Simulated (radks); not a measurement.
Values are calculated unless marked as measured or tabulated.
Question: These are the eigenvalues of the occupied orbitals of an atom or ion with whole-number occupations (eV). Level of theory: non-relativistic Kohn-Sham, SOGGA, spin-polarised, spherical densities, point nucleus (a radial shooting solver on a logarithmic mesh with Libxc functionals).

1s up: -8784.826
1s down: -8784.822
2s up: -1086.639
2s down: -1085.267
2p up: -958.5870
2p down: -957.5686
3s up: -157.6706
3s down: -155.2167
3p up: -117.6619
3p down: -115.2370
3d up: -50.1278
3d down: -47.7924

Which element is it, and in what charge state? The configuration may be excited. Open shells, if any, are filled with parallel spins first.

Answer: Z = 29, copper, charge +3: Cu3+ in [Ar] 3d8. The list shows which subshells hold electrons but not how many an open one holds; the 1s level, -322.84 hartree, gives Z - s = 25.4 by -(Z - s)^2/2, which with screening narrows Z to a few neighbours, and the depths of the outer levels then fix element, charge and occupations together.
